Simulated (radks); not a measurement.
Coulomb parameter of the 4d shell of the palladium ion Pd3+ in the model configuration [Kr] 4d6 5p1, as a second difference U = [E(n + 0.5) + E(n - 0.5) - 2 E(n)] / (0.5)^2 with all orbitals relaxed. "Bare": the charge of the atom changes with n. "Screened": the 5p shell takes up the change at fixed total charge, which measures U(4d,4d) + U(5p,5p) - 2 U(4d,5p). Calculated with a radial shooting solver on a logarithmic mesh with Libxc functionals: scalar-relativistic Kohn-Sham, PBEsol, spin-unpolarised, spherical densities, finite nucleus; Fermi nuclear charge, rms radius 4.5318 fm.

[
 {"case": "start", "configuration": "[Kr] 4d6 5p1", "E - E(n) (eV)": "0.000"},
 {"case": "bare +0.5", "configuration": "[Kr] 4d6.5 5p1", "E - E(n) (eV)": "-21.620"},
 {"case": "bare -0.5", "configuration": "[Kr] 4d5.5 5p1", "E - E(n) (eV)": "25.431"},
 {"case": "screened +0.5", "configuration": "[Kr] 4d6.5 5p0.5", "E - E(n) (eV)": "-10.437"},
 {"case": "screened -0.5", "configuration": "[Kr] 4d5.5 5p1.5", "E - E(n) (eV)": "11.220"}
]

U(bare) = 15.245 eV, U(screened by 5p) = 3.134 eV, against the Slater integral F0(4d,4d) = 19.441 eV with frozen orbitals.
